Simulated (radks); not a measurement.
Values are calculated unless marked as measured or tabulated.
Initial-state core-level shifts of the thallium ion Tl2+ when its valence configuration changes from [Xe] 4f14 5d10 6s1. Code: a radial shooting solver on a logarithmic mesh with Libxc functionals. Model: Dirac Kohn-Sham, PBE, spin-unpolarised, spherical densities, point nucleus; open shells fill j = l - 1/2 first. Shifts are changes of the shell-averaged eigenvalues in eV (positive: less bound).

valence                    1s       2p       3d       4d
4f14 5d10 6p1          -1.295   -1.271   -1.286   -1.292
4f14 5d9 6s1 6p1       -5.398   -5.602   -5.583   -5.501
4f14 5d9 6s2           -4.126   -4.349   -4.315   -4.229
4f14 5d9.5 6s0.5 6p1   -3.324   -3.411   -3.411   -3.376
4f13 5d10 6s2         -17.783  -19.144  -21.310  -17.506
4f13 5d10 6s1 6p1     -19.062  -20.404  -22.585  -18.786
4f14 5d9 6p2           -6.632   -6.819   -6.816   -6.738
4f14 5d9 6s0.5 6p1.5   -6.019   -6.214   -6.203   -6.124
4f13 5d9.5 6s0.5 6p2  -22.482  -23.934  -26.109  -22.254
